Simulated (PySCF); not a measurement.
# Identify the compound

Molecular formula: C2H6BF. Simulated spectra:

1H NMR (300 MHz, computed): δ 0.54 (d, J = 14.9 Hz, 6H).

13C{1H} NMR (computed): δ 6.5 (d, J = 21.0 Hz).

Theory: J couplings at B3LYP/pcJ-1 (spin–dipole term only in couplings to heteroatoms), geometry: PBE0-D3(BJ)/def2-SVP, shieldings: GIAO HF/pcSseg-2, in PySCF 2.14 (relativity neglected, equivalent nuclei averaged, one conformer, isolated molecule).

References, each an isolated molecule treated in the same way: 1H (σref 31.68), 13C (σref 191.47) against TMS.

**Question.** What is the structure?

**Answer.** 
1. 1 carbon signal for 2 carbons: some carbons are equivalent by symmetry or fast rotation.
2. Carbon types of the structure: 2 × CH3, which accounts for all hydrogens.
3. δC 6.5: methyl carbon bonded to B.
4. δH 0.54: hydrogen on a methyl carbon bonded to B.

Structure: `CB(C)F`.

A carbon bonded to boron is broadened by the quadrupolar boron nucleus and is often missing from a measured spectrum. Splittings below 1 Hz are ignored in the labels, and close J values are merged. Shifts are as computed, not scaled to solution data. Of 1211 compounds with measured shifts, 218 miss one by over three times the rms of a fit or turn the order of signals round; such compounds aren't used in these exercises.
